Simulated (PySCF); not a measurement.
## Cl⁺ (chlorine, charge +1) across methods

[Ne] 3s1 3p5, high-spin 3P determinant (an excited configuration). Calculation: PySCF 2.14, in aug-cc-pV(T+d)Z with one added diffuse shell each of s, p, d, f type (7s6p5d3f, 71 functions); no relativity, point nucleus.

```json
{"method": "PBE", "E (hartree)": "-459.0377", "mean ε 3s α (eV)": "-33.644", "mean ε 3p α (eV)": "-20.933", "mean ε 3p β (eV)": "-18.810", "Σ⟨r²⟩ (bohr²)": "21.17", "⟨S²⟩": "2.003"}
{"method": "LDA", "E (hartree)": "-457.7237", "mean ε 3s α (eV)": "-33.513", "mean ε 3p α (eV)": "-20.934", "mean ε 3p β (eV)": "-18.873", "Σ⟨r²⟩ (bohr²)": "21.23", "⟨S²⟩": "2.002"}
{"method": "wB97X-V", "E (hartree)": "-459.1321", "mean ε 3s α (eV)": "-39.285", "mean ε 3p α (eV)": "-25.163", "mean ε 3p β (eV)": "-22.504", "Σ⟨r²⟩ (bohr²)": "21.21", "⟨S²⟩": "2.003"}
{"method": "r2SCAN", "E (hartree)": "-459.1844", "mean ε 3s α (eV)": "-34.959", "mean ε 3p α (eV)": "-21.558", "mean ε 3p β (eV)": "-18.923", "Σ⟨r²⟩ (bohr²)": "21.17", "⟨S²⟩": "2.006"}
{"method": "MN15", "E (hartree)": "-459.1321", "mean ε 3s α (eV)": "-36.140", "mean ε 3p α (eV)": "-23.233", "mean ε 3p β (eV)": "-20.995", "Σ⟨r²⟩ (bohr²)": "20.98", "⟨S²⟩": "2.002"}
{"method": "TPSS", "E (hartree)": "-459.2413", "mean ε 3s α (eV)": "-34.169", "mean ε 3p α (eV)": "-21.144", "mean ε 3p β (eV)": "-18.846", "Σ⟨r²⟩ (bohr²)": "21.13", "⟨S²⟩": "2.003"}
{"method": "UHF", "E (hartree)": "-458.52809", "mean ε 3s α (eV)": "-44.747", "mean ε 3p α (eV)": "-27.338", "mean ε 3p β (eV)": "-22.067", "Σ⟨r²⟩ (bohr²)": "21.53", "⟨S²⟩": "2.013"}
{"method": "PBE0", "E (hartree)": "-459.0582", "mean ε 3s α (eV)": "-36.618", "mean ε 3p α (eV)": "-22.729", "mean ε 3p β (eV)": "-19.963", "Σ⟨r²⟩ (bohr²)": "21.17", "⟨S²⟩": "2.004"}
{"method": "r2SCAN0", "E (hartree)": "-459.1710", "mean ε 3s α (eV)": "-37.498", "mean ε 3p α (eV)": "-23.154", "mean ε 3p β (eV)": "-20.009", "Σ⟨r²⟩ (bohr²)": "21.20", "⟨S²⟩": "2.007"}
```
